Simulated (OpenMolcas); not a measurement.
Mn4+ (d3) in a complex was computed by SS-CASPT2, IPEA 0.25 Eh, imaginary shift 0.1 Eh with the d shell active (OpenMolcas, ANO-RCC-VDZP on the metal). Its lowest spin-free states, and all those of the highest spin:

```tsv
2S+1	Degeneracy	E (cm-1)
4	1	0
2	2	12370
2	2	13140
2	1	13220
2	2	20900
2	1	21860
4	1	24660
4	2	25030
2	1	29210
2	2	29610
4	2	32390
2	1	32740
4	1	32980
4	1	57960
4	2	59000
```

Is the site octahedral, tetrahedral or cube-like, axial, or of lower symmetry?

The states with 2S+1 = 4 have orbital degeneracies 1, 1, 2, 2, 1, 1, 2. There are pairs but no triples, so the site is axial: not cubic, but with a proper or improper axis of order three or more. The run had Mn4+ with 6 ligands (chloride) in trigonal antiprismatic coordination (D3d) at 2.29 Å, a polar angle of 56.9° against the regular 54.74°. A charge of +0.333 e stands 2.6 Å behind each ligand. Ligand basis ANO-RCC-VDZP.

Roots that are degenerate in the reference are averaged as groups; the widest CASPT2 spread within a group is 610 cm-1 (the 2-fold group of multiplicity 2 near 37500 cm-1 above the lowest state of its run). Shifts and gaps below about the spread of the groups concerned are not significant. Over all roots computed the reference weight is 0.57 to 0.61; a low but even weight reflects the number of correlated electrons. The least metal-like active orbital is 68 % on the metal (Löwdin) and no ligand orbital is active, so the numbers are rough. Ligand-to-metal charge-transfer states are missing. With no ligand orbital active B as a rule stays too high, so bands that hang on it stand too high and its fall with covalency is understated. With one d shell and no ligand orbital active, 10Dq can be off by a tenth or more. No measured value stands beside these numbers; the geometry was imposed, not optimised, and the real ion may take another.
